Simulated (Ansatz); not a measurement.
Species: H$_{4}$Ge, SMILES `[GeH4]` (charge 0, multiplicity 1), formula H₄Ge.

Q: How many basis functions does frozen-core CCSD(T)/cc-pVTZ // PBE0-D3(BJ)/def2-TZVP run with Ansatz (a quantum-chemistry and plane-wave program) use, how many core orbitals are frozen, and how many electrons are correlated?

A: 99 basis functions and 9 frozen orbitals, which leaves 18 correlated electrons (filled d shells below the valence shell are correlated). Core time is of the order of seconds.
